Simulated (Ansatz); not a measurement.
Job for Ansatz (an electronic-structure program): U-PBE/aug-cc-pVTZ on BeH2O (SMILES [BeH][OH]), a point of a bond scan (R = 1.461 Å).

Ansatz 0.2 input:
```yaml
crystal:
  periodic: [false, false, false]
  atoms:
    - {symbol: Be, position_ang: [-0.78408142, -0.35296304, 0.02982263]}
    - {symbol: H, position_ang: [-2.11641732, -0.94912188, 0.08485156]}
    - {symbol: O, position_ang: [0.51114037, 0.18521819, -0.07360318]}
    - {symbol: H, position_ang: [1.04249858, 0.82503224, 0.38968601]}
basis:
  gaussian:
    orbitals: aug-cc-pVTZ
hamiltonian:
  xc: {name: PBE}
magnetization: {spin_polarized: true, initial_magnetization: 0}
```

The log:

```
WARN ansatz: RAYON_NUM_THREADS=1 ignored (pool sized by the plan → 1); use --threads N
Functional definition: PBE
integrals: 0.03 GiB planned
533 factors; their error is unknown
mean field: 0.42 GiB planned
mean field evaluation 1: about -2472.3675 eV, gradient 4.8e1 eV
mean field evaluation 2: about -2410.3968 eV, gradient 1.2e2 eV
mean field evaluation 4: about -2479.8624 eV, gradient 3.4e0 eV
mean field evaluation 8: about -2479.9163 eV, gradient 4.0e-2 eV
mean field evaluation 16: about -2479.9163 eV, gradient 5.9e-6 eV
mean field -2479.91626493 eV, -91.1352417886 hartree, gradient 5.9e-6 eV, S^2 0.000000; 0 other end points of the search recorded, 0 dependent functions left out
reference -2479.91631059 eV, -91.1352434665 hartree; 7, 7 occupied and 131, 131 virtual orbitals, 533 factors
Total energy: -2479.91631059 eV, -91.1352434665 hartree
```

Self-consistency was reached.

Cost: very roughly 1.6 core-seconds.
